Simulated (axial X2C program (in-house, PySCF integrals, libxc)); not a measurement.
RhH⁻: from the spin-free to the two-component result

Calculated with an in-house relativistic program for diatomic molecules. Spin-free means the one-electron spin-free X2C Hamiltonian; two-component (2c) means X2C with spin–orbit coupling and atomic mean-field two-electron Coulomb and Gaunt terms, so the difference of the two also holds small scalar two-electron terms. Basis: Rh dyall-acv3z [13s13p9d5f3g], H dyall-av3z [7s3p2d] (cores contracted in-house); Gaussian nuclei, density fitting, unrestricted open shells. Masses: Rh 102.906 u, H 1.008 u.

Spin-free state: M_S = 1/2, Λ = 2 (beyond evenly filled blocks: δ+α, δ+β, δ-α); fragments Rh- + H.

| level | Re (Å) | ωe (cm⁻¹) | De (eV) | μ (D) |
| --- | --- | --- | --- | --- |
| PBE0 | 1.543 | 1983.5 | 2.895 | -1.05 |
| HF | 1.713 | 1433.8 | 1.720 | 5.23 |
| CCSD | 1.575 | 1801.1 | 2.524 | n/a |
| CCSD(T) | 1.567 | 1821.4 | 2.522 | n/a |
| r2SCAN | 1.544 | 2006.6 | 2.858 | -0.19 |

Correlated methods: 11 electrons correlated (number of frozen shells: Rh 4 s, 3 p, 1 d; H none), 247 virtual spin orbitals or spinors in MP2, 90 natural virtuals in coupled cluster.

Dipoles are positive if H is the positive end and refer to the centre of mass.

Question: Within this multiplet, which Ω should lie lowest by the rule for regular and inverted multiplets?

Answer: The open δ shell holds three electrons, one hole, so the multiplet is inverted: Ω = Λ + 1/2 = 5/2. The PBE0 2c search agrees.

Two-component determinant lowest at the distance of the search:

Ω = 5/2 (⟨Sz⟩ = 0.49, ⟨Lz⟩ = 2.01 at HF); fragments Rh- + H.

```tsv
level	Re (Å)	ωe (cm⁻¹)	μ (D)
PBE0	1.543	1979.7	-0.99
HF	1.714	1430.2	5.23
CCSD	1.576	1792.2	n/a
CCSD(T)	1.568	1811.5	n/a
r2SCAN	1.543	2004.6	-0.14
```

Question: From the two tables, how do the constants change at the CCSD(T) level (2c against spin-free)?

Answer: At the CCSD(T) level Re increases by 0.001 Å and ωe decreases by 9.9 cm⁻¹.

The state is one determinant whose occupation by symmetry is held fixed; it was picked as the lowest of a PBE0 search that is not exhaustive. De is counted from the lowest determinant-based energies of the atoms at the same level, without counterpoise correction. De is not given where an atomic determinant may have missed its ground term or J level, or where the truncated virtual space spoils (T). Density functionals use the spin component along the axis (collinear). Coupled cluster ran in a truncated set of natural virtual spinors; the MP2 energy of the rest was added. (T) has no such correction and the atoms are truncated less, which lowers De at CCSD(T) by a hundredth of an eV or more. PBE0 can misorder states that lie within some tenths of an eV, so this need not be the ground state of the molecule. The nearest other spin-free determinant of the search, M_S = 1/2, Λ = 0, lies 0.45 eV up at the distance of the search. The functionals have no current-density term, which raises determinants with orbital currents, atoms included. The highest occupied level of some functionals is positive through self-interaction error; at Hartree–Fock it is bound. The determinant is spin-polarised beyond a pure state at some levels (its spin-free form has ⟨S²⟩ too high), which makes Re and μ there less reliable. The T1 diagnostic is large, a sign of multireference character. Hartree–Fock gets electron affinities wrong, so its lowest charge split need not be the true one.
